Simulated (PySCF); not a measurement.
Computed IR spectrum (relative IR intensity) of a molecule C3H6NO, multiplicity 2. The structure is a stationary point at PBE-D3(BJ)/def2-SVP. The values are those of a single conformer. Method: PBE-D3(BJ)/def2-SVP (PySCF). Harmonic, unscaled wavenumbers; measured fundamentals usually lie a few per cent lower.

Lines under 2 % of the strongest are left out, and lines within 2 cm⁻¹ are merged.

ν (cm⁻¹): 128 (w), 174 (w), 252 (w), 533 (m), 577 (vw), 784 (w), 939 (m), 995 (w), 1017 (vw), 1044 (w), 1102 (m), 1293 (w), 1319 (m), 1345 (m), 1364 (m), 1388 (w), 1408 (m), 1414 (m), 1564 (vs), 2913 (w), 2981 (w), 3021 (w) (against the strongest line: vs over 80 %, s over 45 %, m over 15 %, w over 4 %, vw less)

**Question.** Which structure fits?
A) C[N]C(C)=O
B) [CH2]N(C)C=O
C) CN(C)[C]=O

**Answer.** A, C[N]C(C)=O
